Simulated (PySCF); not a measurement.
TeAs at r²SCAN

Level: r²SCAN. Te cc-pVDZ-PP with ECP28, As cc-pVDZ-PP with ECP10; scalar-relativistic core potentials (PySCF 2.14).

- state: ²Π (doublet), unpaired electrons π ↑
- bond length: 2.359 Å
- harmonic wavenumber: 324 cm⁻¹
- force constant: 2.94 mdyn/Å
- rotational constant Be: 0.06376 cm⁻¹
- anharmonicity ωexe: 1.24 cm⁻¹
- vibration–rotation constant αe: 0.000212 cm⁻¹
- well depth De to Te + As: 2.86 eV
- dissociation energy D0: 2.84 eV
- bond order (Mayer): 2.35
- dipole moment (positive dipole means Te(−)As(+)): 0.14 D

Spin–orbit coupling is left out, which matters for elements this heavy, above all for dissociation energies. The state was picked by a PBE0 search and need not be the measured ground state.
